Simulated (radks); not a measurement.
Spherical quantum dot in the effective-mass picture: electrons in a hard-walled sphere of radius 7.07, with a point charge +2 (a donor) at the centre, all in effective atomic units (hartree* = m*/eps^2 hartree, bohr* = eps/m* bohr), one dielectric constant everywhere. Method: non-relativistic Kohn-Sham, r2SCAN, spin-polarised, spherical densities, generalised Kohn-Sham scheme; computed with a radial shooting solver with Libxc functionals. Levels are named by radial order and angular momentum (1s, 1p, 1d, 2s, ...), and open shells are averaged over m. Results are scaled to m* = 0.035 and eps = 17.1, for which hartree* = 3.257 meV and bohr* = 25.85 nm.

N = 11, configuration 1s2 1p6 1d(up 1, down 0) 2s2. This is the lowest configuration that the search found. Occupied and some empty levels:

level,occupation,eigenvalue (meV),<r> (nm)
1s down,1,4.3617,25.77
1s up,1,4.3630,25.83
2s up,1,5.3382,123.3
2s down,1,5.3812,122.5
1p up,3,5.4784,125.6
1p down,3,5.5231,124.8
1d up,1,5.8062,130.1
1d down,0,5.8571,129.7
1f up,0,6.2522,133.7
1f down,0,6.3070,133.5
1g up,0,6.8075,136.7
1g down,0,6.8639,136.7
2p up,0,7.0832,91.87
2p down,0,7.1003,92.80

Energy (meV): total 16.9965, kinetic 16.621, external -34.776, Hartree 44.255, exchange-correlation -9.1036.
